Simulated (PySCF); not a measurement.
From computed data to an observable: oscillator strength and radiative lifetime

CH5FOSi2, SMILES F[Si@H]1CO[SiH2]1.

Geometry: B3LYP-D3(BJ)/def2-SVP. The structure was generated by enumeration; whether it is a known compound was not checked.

TDDFT-PBE/def2-SVPD in PySCF puts the first singlet state with f over 0.02 at 5.38 eV (vertical), with the transition dipole (0.364, 0.128, -0.143) in atomic units.

Task: Find the oscillator strength, the wavelength and the radiative lifetime that this transition would have in vacuum if emission retraced absorption.

Result: 
|μ|² = 0.1693 au, so |μ| = 1.05 D. ΔE = 5.38/27.211 = 0.1977 hartree. f = (2/3) ΔE |μ|² = 0.022 (the program prints 0.022).
λ = 1239.84/5.38 = 230 nm; ν = 43393 cm⁻¹.
Einstein's coefficient A = 0.6670 ν² f s⁻¹ (ν in cm⁻¹) = 2.8e7 s⁻¹, so τ = 1/A = 36 ns. This state is S2; the lower singlet has f = 0.004. The figure is the radiative limit of this one transition; relaxation, internal conversion, crossing to triplets and a medium change what is measured.
